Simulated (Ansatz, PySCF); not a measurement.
Process, species as SMILES: F[SiH][SiH2]F → F[SiH](F)[SiH2]
Geometries: B3LYP-D3(BJ)/def2-TZVP minima from Ansatz (an electronic-structure program), one conformer each, not searched for the lowest. Frequencies are from Ansatz or PySCF.

Quantity: isomerisation energy (enthalpy at 298 K, with B3LYP-D3(BJ) rigid-rotor harmonic-oscillator terms), in kJ/mol. Valence correlation only, unless marked. UHF or UKS for open shells. No spin-orbit coupling. Non-relativistic. CBS(X,Y): correlation extrapolated as X^-3; Hartree-Fock from the larger set.

| level | program | isomerisation energy (kJ/mol) | minus last row |
|---|---|---|---|
| HF/cc-pV(T+d)Z | Ansatz | -41.5 | 3.2 |
| HF/cc-pV(Q+d)Z | Ansatz | -40.2 | 4.5 |
| revPBE-D4/def2-TZVPD | Ansatz + dftd4 | -37.7 | 7.0 |
| B3LYP/def2-TZVPD | Ansatz | -36.0 | 8.7 |
| r2SCANh/def2-TZVPD | Ansatz | -43.9 | 0.8 |
| MP2/aug-cc-pV(T+d)Z | Ansatz | -43.5 | 1.2 |
| RI-MP2/cc-pV(T+d)Z | Ansatz | -46.6 | -1.9 |
| SCS-MP2/cc-pV(Q+d)Z | Ansatz | -42.0 | 2.7 |
| CCSD(T)/cc-pwCVTZ | Ansatz | -47.5 | -2.8 |
| CCSD(T)/CBS(aug-cc-pV(T+d)Z,aug-cc-pV(Q+d)Z) | Ansatz | -44.7 | 0.0 |
